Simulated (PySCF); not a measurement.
**Continuum solvent and chemical shifts**

Structure with atom numbers: `[BH3-:1][P@+:2]1([CH:3]=[CH2:4])[CH:5]=[CH:6][CH:7]=[C:8]1[CH3:9]`; H(Xn) means a hydrogen on atom n. Ha(C4) is cis to P2; Hb(C4) is trans to P2.

GIAO PBE0/pcSseg-1 in PySCF 2.14 on one PBE0-D3(BJ)/def2-SVP conformer, non-relativistic, equivalent nuclei averaged. Solvents enter as an IEF-PCM continuum (cyclohexane with ε = 2.0, acetone with ε = 20.5) around the gas-phase geometry. Shifts are referred to BF3·OEt2, TMS computed in the same medium.

Gas phase, δ in ppm: B1 -50.4, C8 156.9, C6 151.0, C4 149.4, C7 142.2, C5 137.3, C3 134.1, C9 16.7, Ha(C4) 7.09, H(C6) 7.01, Hb(C4) 6.71, H(C7) 6.65, H(C5) 6.45, H(C3) 5.72. Dipole moment 4.66 D.

(1) How does each δ change in the continuum?

(2) Which of the listed nuclei move most (in ppm), and what does the model miss?

Answers

(1) 
| atoms | environment | Δδ, cyclohexane | Δδ, acetone |
| --- | --- | --- | --- |
| B1 | boron bonded to P, 3 H | +0.2 | +0.4 |
| C8 | fully substituted alkene carbon | +0.1 | +0.1 |
| C6 | alkene CH | +1.8 | +4.5 |
| C4 | terminal =CH2 carbon | +0.8 | +1.8 |
| C7 | alkene CH | +1.4 | +3.6 |
| C5 | alkene CH | -0.4 | -1.0 |
| C3 | alkene CH | +0.4 | +1.2 |
| C9 | allylic methyl carbon | +0.2 | +0.4 |
| Ha(C4) | hydrogen on a terminal =CH2 carbon | -0.03 | -0.10 |
| H(C6) | hydrogen on an alkene CH | +0.13 | +0.33 |
| Hb(C4) | hydrogen on a terminal =CH2 carbon | +0.10 | +0.23 |
| H(C7) | hydrogen on an alkene CH | +0.12 | +0.33 |
| H(C5) | hydrogen on an alkene CH | +0.06 | +0.14 |
| H(C3) | hydrogen on an alkene CH | +0.08 | +0.23 |

Changes are relative to the gas phase. The dipole moment becomes 5.26 D in cyclohexane, 6.18 D in acetone.

(2) C6 (alkene CH, +4.5 ppm) in acetone. A continuum only polarises the solute; specific hydrogen bonds, the anisotropy of aromatic solvents and changes of geometry or conformer are outside it.
